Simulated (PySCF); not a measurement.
Delta-SCF ions had no search for a lower state. Excitations are Tamm–Dancoff values on a coarser integration grid. The basis has no diffuse functions, so Rydberg states are missing or too high.

Cartesian coordinates (Å):
```xyz
11

C     -1.2706    -0.5944    -0.2110
C     -0.4989     0.3644     0.6414
O     -0.9519     0.8993     1.6145
C      0.9354     0.7124     0.2196
C      1.6160    -0.3103    -0.5578
N      2.1332    -1.1289    -1.1665
H     -1.2310    -0.2927    -1.2594
H     -2.2998    -0.6394     0.1323
H     -0.8153    -1.5852    -0.1564
H      1.5036     0.9468     1.1184
H      0.8794     1.6281    -0.3752
```
Charge 0, multiplicity 1.

### Question
What is the computed S1 excitation (TDA), T1 excitation (TDA), S1–T1 gap (TDA), total energy and vertical ionisation energy (Delta-SCF) (CAM-B3LYP-D3(BJ)/def2-TZVP (PySCF 2.14.0))?

### Answer

The S1 excitation (TDA) comes out as 4.60 eV, the T1 excitation (TDA) is 4.00 eV and the S1–T1 gap (TDA) is 0.60 eV. The total energy is -285.3738 Ha and the vertical ionisation energy (Delta-SCF) is 10.38 eV.
